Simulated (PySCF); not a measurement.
The multiplicity is imposed and other spin states were not computed.

**[Ta(F)4(OCH3)] (charge 0, multiplicity 1)**

The numbers are results of PySCF 2.14.0 with TPSSh-D3(BJ)/def2-TZVP // PBE-D3(BJ)/def2-SVP, not measurements.

```yaml
HOMO: -9.27 eV
dipole_moment: 4.53 D
LUMO: -2.30 eV
HOMO–LUMO gap: 6.97 eV
charge on the central atom (Mulliken): 1.71 e
total_energy: -15567.26 eV
cost: roughly 14 core-minutes
```

```xyz
10

Ta    -0.1854     0.0528    -0.0032
F     -1.5815     0.2544    -1.2842
F      0.7180    -0.9295    -1.3451
F     -1.5650    -0.2695     1.2513
F      0.9631    -0.8356     1.2304
O      0.4397     1.7861     0.1096
C      0.8790     3.1227     0.1361
H      0.4525     3.6736    -0.7273
H      1.9863     3.1523     0.0790
H      0.5480     3.6052     1.0782
```
Charge 0, spin multiplicity 1.
